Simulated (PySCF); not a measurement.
P⁺ (phosphorus, charge +1) across methods

[Ne] 3s1 3p3, high-spin 5S determinant (an excited configuration). All numbers are calculated (PySCF 2.14, the non-relativistic Hamiltonian (point nucleus), in aug-cc-pV(T+d)Z with one added diffuse shell each of s, p, d, f type (7s6p5d3f, 71 functions)).

```json
{"method": "r2SCAN", "E (hartree)": "-340.6730", "mean ε 2p β (eV)": "-137.76", "mean ε 3s α (eV)": "-26.241", "mean ε 3p α (eV)": "-16.492", "Σ⟨r²⟩ (bohr²)": "21.03", "⟨S²⟩": "6.000"}
{"method": "PBE0", "E (hartree)": "-340.5526", "mean ε 2p β (eV)": "-141.37", "mean ε 3s α (eV)": "-27.678", "mean ε 3p α (eV)": "-17.484", "Σ⟨r²⟩ (bohr²)": "21.09", "⟨S²⟩": "6.000"}
{"method": "BHandHLYP", "E (hartree)": "-340.6798", "mean ε 2p β (eV)": "-147.24", "mean ε 3s α (eV)": "-29.654", "mean ε 3p α (eV)": "-18.492", "Σ⟨r²⟩ (bohr²)": "21.10", "⟨S²⟩": "6.000"}
{"method": "TPSSh", "E (hartree)": "-340.6942", "mean ε 2p β (eV)": "-138.32", "mean ε 3s α (eV)": "-26.473", "mean ε 3p α (eV)": "-16.690", "Σ⟨r²⟩ (bohr²)": "21.06", "⟨S²⟩": "6.000"}
{"method": "BP86", "E (hartree)": "-340.7009", "mean ε 2p β (eV)": "-135.70", "mean ε 3s α (eV)": "-25.318", "mean ε 3p α (eV)": "-16.090", "Σ⟨r²⟩ (bohr²)": "21.11", "⟨S²⟩": "6.000"}
{"method": "PW91", "E (hartree)": "-340.6570", "mean ε 2p β (eV)": "-135.74", "mean ε 3s α (eV)": "-25.334", "mean ε 3p α (eV)": "-16.106", "Σ⟨r²⟩ (bohr²)": "21.13", "⟨S²⟩": "6.000"}
{"method": "LDA", "E (hartree)": "-339.3934", "mean ε 2p β (eV)": "-135.52", "mean ε 3s α (eV)": "-25.172", "mean ε 3p α (eV)": "-16.022", "Σ⟨r²⟩ (bohr²)": "21.25", "⟨S²⟩": "6.000"}
{"method": "UHF", "E (hartree)": "-340.20913", "mean ε 2p β (eV)": "-157.73", "mean ε 3s α (eV)": "-34.241", "mean ε 3p α (eV)": "-21.227", "Σ⟨r²⟩ (bohr²)": "21.22", "⟨S²⟩": "6.000"}
```

(1) Estimate the same row for PBE.

## Answers

(1) E (hartree) = -340.5136; mean ε 2p β (eV) = -135.53; mean ε 3s α (eV) = -25.292; mean ε 3p α (eV) = -16.065; Σ⟨r²⟩ (bohr²) = 21.15; ⟨S²⟩ = 6.000.
